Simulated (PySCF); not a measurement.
A structure optimised at B3LYP-D3(BJ)/def2-SVP, used in a PySCF frequency run:

```xyz
10

Si     1.7212    -0.4471     0.1221
F      2.1326    -0.7024    -1.4384
N      0.3979     0.6334     0.2973
Ge    -1.4146     0.2428     0.2136
H      2.9221     0.1385     0.7709
H      1.3334    -1.7688     0.6717
H      0.6174     1.6273     0.2753
H     -2.0231     0.7092    -1.1268
H     -2.1344     0.9572     1.3762
H     -1.5228    -1.2850     0.3525
```
Charge 0, spin multiplicity 1.

Q: Write its SMILES and formula.

A: F[SiH2][NH][GeH3], FGeH6NSi

Q: What are its rotational constants (standard atomic weights)?

A: 10.409, 1.3076, 1.2423 GHz
